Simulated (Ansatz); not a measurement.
Consider the formal exchange of groups at the Si–C bond: `C[SiH2]C#N` + `[GaH3]` → `N#C[SiH2][GaH2]` + CH₄.

Isolated molecules relaxed with PBE0-D4/def2-TZVP in Ansatz; ΔE leaves out vibrations. CCSD(T)/CBS is the MP2 limit (def2-TZVPP, def2-QZVPP) plus CCSD(T) − MP2 in def2-TZVPP, frozen cores. This one scheme is used for every species. For Ga outer-core shells are correlated without core-valence functions, which leaves a few kJ/mol of doubt a bond. Scalar relativity is left out up to krypton.

```tsv
species	CCSD/def2-TZVPP energy (Eh)
`C[SiH2]C#N`	-422.77435
`[GaH3]`	-1925.21977
`N#C[SiH2][GaH2]`	-2307.56945
CH₄	-40.43238
```

Q: Work out ΔE.

A: ΔE = (-2307.56945) + (-40.43238) − (-422.77435) − (-1925.21977) = -0.00771 Eh = -20.2 kJ/mol. CCSD(T)/CBS gives -22.3 kJ/mol.

Q: What do rigid-rotor, harmonic-oscillator terms from PBE0-D4/def2-TZVP frequencies (298.15 K, 1 bar) make of the CCSD(T)/CBS value? (An estimate is asked.)

A: Ansatz gave: ΔZPE = +6.3 kJ/mol, ΔH = -13.5 kJ/mol, ΔS = 12 J/(mol·K), ΔG = -16.9 kJ/mol. Modes under 50 cm⁻¹ make the entropy rough.

Largest T1 diagnostic among the species: 0.014.

In def2-TZVPP, CCSD(T) changes the Hartree–Fock value by −9.6 kJ/mol (the triples alone add −1.2 kJ/mol) and MP2 by −5.7 kJ/mol. From PBE to PBE0 (25 % exact exchange), in def2-TZVPP and without D4, ΔE moves by +4.5 kJ/mol. Leaving LDA and LC-ωPBE aside and taking each functional with its dispersion term where it has one, the values, not all of them listed here, spread over 16.3 kJ/mol, from PBE-D4 to ωB97M-V. LDA lies +5.9 kJ/mol from PBE without D4.
